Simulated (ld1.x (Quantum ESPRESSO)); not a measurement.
# Logarithmic derivatives: rubidium (Rb), PAW

* Element: Rb
* Generator: ld1.x (Quantum ESPRESSO) 7.5
* Type: PAW
* Functional: PW91
* Relativity: scalar-relativistic
* Frozen core: [Ar] 3d10
* Valence charge: 9
* Reference configuration: 4s2 4p6 5s1 5p0
* Partial waves: 4s (bound): rcut 2.25, rcutus 2.60 bohr; 5s (bound): rcut 2.25, rcutus 2.60 bohr; 4p (bound): rcut 2.35, rcutus 2.55 bohr; 5p (bound, empty): rcut 2.35, rcutus 2.55 bohr; 4d channel at 0.45 Ry: rcut 2.20, rcutus 2.70 bohr; 4d channel at 2.15 Ry: rcut 2.20, rcutus 2.70 bohr
* Local potential: all-electron potential smoothed inside 2.65 bohr (lloc = -1)
* Core correction: Bessel-smoothed model core, default radius (core density twice the valence density)
* Augmentation charge: BESSEL, radius 1.75 bohr

The phase is arctan(r·u′/u) with u = r·R(r), unwrapped; energies in Ry, scanned from -4 to 5 Ry. A pole is an energy at which the radial function vanishes at the test radius. The pseudo phase is shifted by a multiple of π to meet the all-electron one at the reference energy, and phase errors are pseudo minus all-electron; the curves can meet again beyond the range given. Levels narrower than the energy grid can be missing from the lists of poles.

**Question.** For each channel, where are the poles, and over which energies does the pseudopotential scatter like the atom?

**Answer.**

| channel | radius (bohr) | reference energy (Ry) | poles, all-electron | poles, pseudo | unbroken range about the reference energy with phases within 0.05 rad | phase error 1 Ry above the reference energy (rad) |
| --- | --- | --- | --- | --- | --- | --- |
| s | 2.95 | -0.16 | -2.25, 3.08 | -2.25, 3.24 | below 4.9 | +0.010 |
| p | 2.95 | -0.06 | -0.94, 4.14 | -0.94, 3.07 | below 1.1 | -0.021 |
| d | 2.95 | 0.45 | 1.10 | 1.10 | below 3.2 | -0.000 |

The ghost test of this file was not conclusive. Its overlap operator is not positive definite in a basis up to 400 Ry (lowest eigenvalue s -0.04), so the file is unfit for use: the generalised eigenproblem breaks down once the basis is large enough, and its test numbers describe a broken file.

Phases in the d channel:

| E (Ry) | all-electron | pseudo |
| --- | --- | --- |
| -4.00 | 1.401 | 1.401 |
| -3.76 | 1.396 | 1.395 |
| -3.52 | 1.390 | 1.389 |
| -3.28 | 1.383 | 1.383 |
| -3.04 | 1.376 | 1.375 |
| -2.80 | 1.367 | 1.367 |
| -2.56 | 1.358 | 1.357 |
| -2.32 | 1.346 | 1.346 |
| -2.08 | 1.333 | 1.333 |
| -1.84 | 1.317 | 1.317 |
| -1.60 | 1.298 | 1.297 |
| -1.36 | 1.274 | 1.273 |
| -1.12 | 1.241 | 1.240 |
| -0.88 | 1.195 | 1.194 |
| -0.64 | 1.125 | 1.124 |
| -0.40 | 1.004 | 1.002 |
| -0.16 | 0.746 | 0.744 |
| 0.08 | 0.074 | 0.072 |
| 0.32 | -0.860 | -0.861 |
| 0.56 | -1.275 | -1.275 |
| 0.80 | -1.452 | -1.452 |
| 1.04 | -1.552 | -1.552 |
| 1.28 | -1.620 | -1.621 |
| 1.52 | -1.677 | -1.677 |
| 1.76 | -1.731 | -1.731 |
| 2.00 | -1.789 | -1.789 |
| 2.24 | -1.862 | -1.862 |
| 2.48 | -1.964 | -1.965 |
| 2.72 | -2.134 | -2.137 |
| 2.96 | -2.466 | -2.482 |
| 3.20 | -3.125 | -3.176 |
| 3.44 | -3.820 | -3.873 |
| 3.68 | -4.180 | -4.219 |
| 3.92 | -4.357 | -4.388 |
| 4.16 | -4.459 | -4.486 |
| 4.40 | -4.525 | -4.551 |
| 4.64 | -4.571 | -4.597 |
| 4.88 | -4.606 | -4.633 |
